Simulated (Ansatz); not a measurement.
`F[SiH](F)[O][GeH3]`, relaxed with RKS PBE-D4/def2-SVP in Ansatz from a rough embedded geometry. The force threshold is 0.03 eV/Å; the program also tests the step.

The species carries charge 0 and has multiplicity 1.

Start:

```xyz
9

F    -1.552   -1.314   -2.194
Si   -0.925   -0.303   -0.959
F    -0.784    1.248   -1.588
O     0.563   -0.866   -0.492
Ge    1.067    0.168    0.938
H    -1.871   -0.321    0.185
H     2.433   -0.246    1.459
H     1.073    1.645    0.525
H    -0.003   -0.012    2.126
```

(1) By how much does the energy fall, and how many steps does the optimiser take? (Best estimate.)

(2) Which bonds change most? (Best estimate.)

(3) Give the relaxed structure. (Estimate.)

## Answers

(1) Computed: 52.71 kJ/mol, in 22 steps, 2 of them rejected.

(2) Computed: F1–Si2 from 1.715 to 1.626 Å; Ge5–H9 from 1.609 to 1.548 Å; Si2–F3 from 1.679 to 1.631 Å; Ge5–H7 from 1.520 to 1.545 Å.

(3) Ansatz gave: 
```xyz
9

F    -0.568   -0.545   -2.408
Si   -1.191   -0.381   -0.915
F    -1.611    1.189   -0.781
O    -0.079   -0.749    0.231
Ge    1.217    0.257    1.016
H    -2.388   -1.247   -0.789
H     2.229   -0.775    1.560
H     1.844    1.179   -0.059
H     0.546    1.073    2.146
```
